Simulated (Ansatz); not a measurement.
Geometry optimisation, Ansatz, DFT PBEsol, scalar-relativistic, plane waves, PAW.

The input (input.yaml):

```yaml
crystal:
  lattice:
    - [11.518769, 0.0, 0.0]
    - [3.83959, 6.650365, 0.0]
    - [0.0, 0.0, 16.418765]
  atoms:
    - { symbol: H, position: [0.1111111, 0.1666667, 0.0609059] }
    - { symbol: H, position: [0.4444444, 0.1666667, 0.0609059] }
    - { symbol: H, position: [0.7777778, 0.1666667, 0.0609059] }
    - { symbol: H, position: [0.1111111, 0.6666667, 0.0609059] }
    - { symbol: H, position: [0.4444444, 0.6666667, 0.0609059] }
    - { symbol: H, position: [0.7777778, 0.6666667, 0.0609059] }
    - { symbol: Si, position: [0.1111111, 0.1666667, 0.1522648] }
    - { symbol: Si, position: [0.4444444, 0.1666667, 0.1522648] }
    - { symbol: Si, position: [0.7777778, 0.1666667, 0.1522648] }
    - { symbol: Si, position: [0.1111111, 0.6666667, 0.1522648] }
    - { symbol: Si, position: [0.4444444, 0.6666667, 0.1522648] }
    - { symbol: Si, position: [0.7777778, 0.6666667, 0.1522648] }
    - { symbol: Si, position: [-0.1111111, 0.3333333, 0.2] }
    - { symbol: Si, position: [0.2222222, 0.3333333, 0.2] }
    - { symbol: Si, position: [0.5555556, 0.3333333, 0.2] }
    - { symbol: Si, position: [-0.1111111, 0.8333333, 0.2] }
    - { symbol: Si, position: [0.2222222, 0.8333333, 0.2] }
    - { symbol: Si, position: [0.5555556, 0.8333333, 0.2] }
    - { symbol: Si, position: [-0.1111111, 0.3333333, 0.3432056] }
    - { symbol: Si, position: [0.2222222, 0.3333333, 0.3432056] }
    - { symbol: Si, position: [0.5555556, 0.3333333, 0.3432056] }
    - { symbol: Si, position: [-0.1111111, 0.8333333, 0.3432056] }
    - { symbol: Si, position: [0.2222222, 0.8333333, 0.3432056] }
    - { symbol: Si, position: [0.5555556, 0.8333333, 0.3432056] }
    - { symbol: Si, position: [0.0, 0.0, 0.3909408] }
    - { symbol: Si, position: [0.3333333, 0.0, 0.3909408] }
    - { symbol: Si, position: [0.6666667, 0.0, 0.3909408] }
    - { symbol: Si, position: [0.0, 0.5, 0.3909408] }
    - { symbol: Si, position: [0.3333333, 0.5, 0.3909408] }
    - { symbol: Si, position: [0.6666667, 0.5, 0.3909408] }
    - { symbol: C, position: [0.1567194, 0.273059, 0.4396655] }
    - { symbol: F, position: [0.1413062, 0.1506759, 0.4871721] }
    - { symbol: F, position: [0.1721326, 0.395442, 0.4871721] }
basis:
  ecutwfc: 420.0
kpoints:
  mp_grid: { grid: [1, 2, 1] }
hamiltonian:
  xc: pbesol
  pseudopotentials: { kind: paw, azcp: { folder: soft_1 } }
scf:
  occupations: { method: fermi_dirac, width: 0.05 }
  lower_state_search: "off"
relax:
  f_tol: 0.08
  max_steps: 25
  adjacent_minimum: "off"
  constraints: [{ sites: [0, 1, 2, 3, 4, 5, 6, 7, 8, 9, 10, 11] }]
```

Launched with:

```bash
$ ansatz run input.yaml --threads 1 --pin off --max-ram 3072MiB --backend cpu --events-out ev --progress --plain --runs-dir out
```

Where does it end, and by what steps?

The forces met the threshold. The threshold is loose, so the end isn't yet a minimum. Limits of this set-up: coarse k mesh, thin slab, slab without dipole correction, PAW files made for another functional. After 10 steps the energy has fallen by 4.277 eV; Si25 moved furthest, 0.90 Å. Parted: Si20–C31.

```json
{"step": "0", "energy less start (eV)": "0.0000", "largest force component (eV/Å)": "4.129", "accepted": "yes"}
{"step": "1", "energy less start (eV)": "-1.4970", "largest force component (eV/Å)": "2.564", "accepted": "yes"}
{"step": "2", "energy less start (eV)": "-2.4999", "largest force component (eV/Å)": "1.751", "accepted": "yes"}
{"step": "3", "energy less start (eV)": "-3.2137", "largest force component (eV/Å)": "1.291", "accepted": "yes"}
{"step": "4", "energy less start (eV)": "-3.7437", "largest force component (eV/Å)": "0.874", "accepted": "yes"}
{"step": "5", "energy less start (eV)": "-3.9513", "largest force component (eV/Å)": "0.800", "accepted": "yes"}
{"step": "6", "energy less start (eV)": "-4.1039", "largest force component (eV/Å)": "0.577", "accepted": "yes"}
{"step": "7", "energy less start (eV)": "-4.1848", "largest force component (eV/Å)": "0.258", "accepted": "yes"}
{"step": "8", "energy less start (eV)": "-4.2455", "largest force component (eV/Å)": "0.141", "accepted": "yes"}
{"step": "9", "energy less start (eV)": "-4.2645", "largest force component (eV/Å)": "0.141", "accepted": "yes"}
{"step": "10", "energy less start (eV)": "-4.2775", "largest force component (eV/Å)": "0.073", "accepted": "yes"}
```

```xyz
33
Lattice="11.5188 0.0000 0.0000 3.8396 6.6504 0.0000 0.0000 0.0000 16.4188" Properties=species:S:1:pos:R:3
H 1.920 1.108 1.000
H 5.759 1.108 1.000
H 9.599 1.108 1.000
H 3.840 4.434 1.000
H 7.679 4.434 1.000
H 11.519 4.434 1.000
Si 1.920 1.108 2.500
Si 5.759 1.108 2.500
Si 9.599 1.108 2.500
Si 3.840 4.434 2.500
Si 7.679 4.434 2.500
Si 11.519 4.434 2.500
Si 0.003 2.222 3.229
Si 3.843 2.219 3.014
Si 7.661 2.232 3.308
Si 1.932 5.523 3.399
Si 5.768 5.533 3.207
Si 9.574 5.545 3.358
Si 0.031 2.164 5.594
Si 3.947 2.318 5.251
Si 7.786 2.027 5.707
Si 1.652 5.352 5.843
Si 5.736 5.674 5.558
Si 9.521 5.738 5.796
Si -0.248 -0.128 5.559
Si 3.671 0.336 6.383
Si 7.588 -0.035 6.901
Si 2.059 2.999 6.402
Si 5.919 3.382 5.751
Si 9.619 3.413 5.839
C 2.795 1.607 7.758
F 1.885 1.054 8.595
F 3.745 2.185 8.552
```

Whether the end is a true minimum wasn't checked by a vibrational analysis.

The run took 3.3 min on 1 thread of Arm Neoverse V1 (shared host), peak memory 1.2 GiB.
